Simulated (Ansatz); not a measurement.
`BS[SiH2][SiH2][SiH3]` + H₂O → `O[SiH2][SiH3]` + `BS[SiH3]` at 700 K and 1 bar (formal hydrolysis of the Si–Si bond).

Program: Ansatz. Geometries: PBE0-D4/def2-TZVP. ΔE: electronic, gas phase. CCSD(T)/CBS is the MP2 limit (def2-TZVPP, def2-QZVPP) plus CCSD(T) − MP2 in def2-TZVPP, frozen cores. This one scheme is used for every species. Each species was taken in one conformer, which may not be the lowest.

```tsv
species	CCSD(T)/CBS energy (Eh)	H − E (kJ/mol)	S (J/(mol·K))
`BS[SiH2][SiH2][SiH3]`	-1295.24641	329.7	589.7
H₂O	-76.37941	80.5	218.4
`O[SiH2][SiH3]`	-656.96789	215.7	426.7
`BS[SiH3]`	-714.68055	186.5	398.7
```

H − E and S are ideal-gas, rigid-rotor, harmonic terms from PBE0-D4/def2-TZVP, for one conformer and one mirror image of each species. 1 Eh = 2625.50 kJ/mol, R = 8.31446 J/(mol·K).

Question: By hand: ΔE, ΔH, ΔS and ΔG.

Answer: ΔE = (-656.96789) + (-714.68055) − (-1295.24641) − (-76.37941) = -0.02262 Eh = -59.4 kJ/mol. Δ(H − E) = 215.7 + 186.5 − 329.7 − 80.5 = -8.0, so ΔH = -67.4 kJ/mol. ΔS = 426.7 + 398.7 − 589.7 − 218.4 = 17.3 J/(mol·K). ΔG = -67.4 − 700 × (17.3)/1000 = -79.5 kJ/mol.

Question: By hand: the equilibrium constant, and the temperature at which ΔG would vanish if ΔH and ΔS stayed fixed.

Answer: log₁₀ K = −ΔG/(RT ln 10) = 5.9. ΔH and −TΔS have one sign here, so there is no such temperature.

ΔH outweighs TΔS. A doubt of 5 kJ/mol in ΔE shifts log₁₀ K by 0.4 here. Other conformers and mirror images would add mixing entropy, several J/(mol·K) or more a flexible species. Modes under 60 cm⁻¹, often nearly free rotors, make the harmonic entropy too high. These are equilibria of isolated gas molecules and say nothing of rates. Largest T1 diagnostic: 0.015 (customary marks: 0.02 for closed shells, 0.045 for open ones).
